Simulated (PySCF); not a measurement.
UHF on C⁺ (carbon, charge +1)

Configuration: [He] 2s2 2p1, 2P determinant. Computed with PySCF 2.14 in dyall-av3z (15s9p3d2f, 71 functions), with the spin-free X2C one-electron Hamiltonian (Gaussian nucleus).

- Total energy: -37.311850 hartree
- One-electron energy: -47.5936 hartree
- Hartree (Coulomb) energy: 15.0318 hartree
- Exchange energy: -4.7501 hartree
- ⟨S²⟩: 0.7566
- ⟨L²⟩: 2.017
- Sum of ⟨r⟩: 4.956 bohr
- Sum of ⟨r²⟩: 8.047 bohr²
- Traceless quadrupole moment −½Σ⟨3z² − r²⟩ along its main axis: -1.09 e·bohr²
- Langevin diamagnetic susceptibility: -6.37 ×10⁻⁶ cm³/mol

| shell | electrons | mean orbital energy (eV) | rms radius, mean of both spins (bohr) |
| --- | --- | --- | --- |
| 1s α | 1 | -324.27 | 0.311 |
| 1s β | 1 | -323.46 | 0.311 |
| 2s α | 1 | -33.321 | 1.61 |
| 2s β | 1 | -29.604 | 1.61 |
| 2p α | 1 | -24.874 | 1.63 |

Spin-orbit constants ζ (cm⁻¹) from the X2C one-electron operator on these orbitals: bare nucleus, nucleus screened by l(l+1)(2l+1)/3 electrons, and screened by the Breit-Pauli mean field of the electrons.

| shell | bare | screened nucleus | mean field |
| --- | --- | --- | --- |
| 2p | 78.01 | 52.01 | 42.25 |

To first order the Landé constant is A = 42.25 cm⁻¹, so the lowest level has J = 1/2 and lies 0.00524 eV below the centre of the term.
